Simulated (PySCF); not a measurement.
Precursor series Hf Cl-H. Isolated molecules, 0 K electronic values unless said otherwise.

The charge on the central atom (Mulliken) from two functionals at the same geometries (r2SCAN-D4/def2-SVP), both in PySCF: PBE-D3(BJ)/def2-TZVP and B3LYP-D3(BJ)/def2-TZVP. B3LYP has the VWN-RPA correlation part, as in Gaussian. 

| species | PBE-D3(BJ)/def2-TZVP (e) |
|---|---|
| 0 of 4 Cl replaced by H | 1.08 |
| 1 of 4 Cl replaced by H | 0.94 |
| 3 of 4 Cl replaced by H | 0.76 |
| 4 of 4 Cl replaced by H | 0.69 |

Task: What does B3LYP-D3(BJ)/def2-TZVP give for each?

Result: 
- 0 of 4 Cl replaced by H: 1.21
- 1 of 4 Cl replaced by H: 1.07
- 3 of 4 Cl replaced by H: 0.89
- 4 of 4 Cl replaced by H: 0.82
Over these rows, drawn at random from the members with no instability flagged (it was tested for open shells, ions and some series alone), PBE minus B3LYP-D3(BJ): mean -0.13 e, from -0.13 e to -0.13 e.
